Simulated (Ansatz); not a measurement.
The same substitution along the group B, Al, Ga, In.

Gas-phase electronic energies from Ansatz, PBE0-D4/def2-TZVP geometries. CCSD(T)/CBS is the MP2 limit (def2-TZVPP, def2-QZVPP) plus CCSD(T) − MP2 in def2-TZVPP, frozen cores. This one scheme is used for every species. DFT in def2-TZVPP. def2 core potentials past Kr. For Ga, In, Sn outer-core shells are correlated without core-valence functions, which leaves a few kJ/mol of doubt a bond. Scalar relativity is left out up to krypton. One conformer a species, not always the lowest.

```json
{"reaction": "`CSB(F)F` + `C[O][Sn]([OH])([F])[F]` → `C[O][Sn]([F])([F])[O]C` + `FB(F)S`", "revPBE-D4 (kcal/mol)": "12.9", "RPA@PBE/def2-TZVPP (kcal/mol)": "10.5", "ωB97M-V (kcal/mol)": "12.6"}
{"reaction": "`C[S][Al]([F])[F]` + `C[O][Sn]([OH])([F])[F]` → `C[O][Sn]([F])([F])[O]C` + `[F][Al]([F])[SH]`", "revPBE-D4 (kcal/mol)": "10.3", "RPA@PBE/def2-TZVPP (kcal/mol)": "7.7", "ωB97M-V (kcal/mol)": "9.8"}
{"reaction": "`C[S][Ga]([F])[F]` + `C[O][Sn]([OH])([F])[F]` → `C[O][Sn]([F])([F])[O]C` + `[F][Ga]([F])[SH]`", "revPBE-D4 (kcal/mol)": "11.6", "RPA@PBE/def2-TZVPP (kcal/mol)": "8.8", "ωB97M-V (kcal/mol)": "10.8"}
{"reaction": "`C[S][In]([F])[F]` + `C[O][Sn]([OH])([F])[F]` → `C[O][Sn]([F])([F])[O]C` + `[F][In]([F])[SH]`", "revPBE-D4 (kcal/mol)": "11.2", "RPA@PBE/def2-TZVPP (kcal/mol)": "8.4", "ωB97M-V (kcal/mol)": "10.3"}
```

(1) Give the CCSD(T)/CBS values in the same order. (Best estimate.)

Largest T1 diagnostic: 0.016, for `[F][In]([F])[SH]`.

Results:

(1) The calculation gave: 12.7, 9.9, 11.2, 10.8 kcal/mol.
